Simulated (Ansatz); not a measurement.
C2HClF2Ti (`C#[C][Ti]([F])([F])[Cl]`). The species carries charge 0 and has multiplicity 1. The structure was optimised at the PBE0-D4/def2-TZVP level.

```xyz
7

C     1.060   -0.226   -1.809
C     0.431   -0.101   -0.779
Ti   -0.633    0.099    0.904
F    -1.429   -1.408    1.232
F    -1.800    1.362    0.668
Cl    0.755    0.609    2.497
H     1.615   -0.336   -2.714
```

(1) What is the dipole moment at PBE/def2-TZVPP? (An estimate is asked.)

(2) And with r2SCAN, B3LYP, ωB97M-V? (An estimate is asked.)

(3) Give the Mulliken charges with PBE, r2SCAN, B3LYP in def2-TZVPP. (Estimate.)

Answers

(1) Computed: 1.65 D, with components (0.94, -0.15, -1.35) D in this frame, pointing from negative to positive charge.

(2) Ansatz gave: r2SCAN 1.78 D, B3LYP 1.77 D, ωB97M-V 1.58 D.

(3) The calculation gave: 
```tsv
atom	PBE	r2SCAN	B3LYP
C1	-0.20	-0.20	-0.12
C2	-0.24	-0.32	-0.40
Ti3	0.99	1.15	1.14
F4	-0.29	-0.32	-0.34
F5	-0.29	-0.32	-0.34
Cl6	-0.18	-0.20	-0.20
H7	0.21	0.22	0.25
```

B3LYP here is the variant with VWN-RPA as its local correlation; programs differ in this.
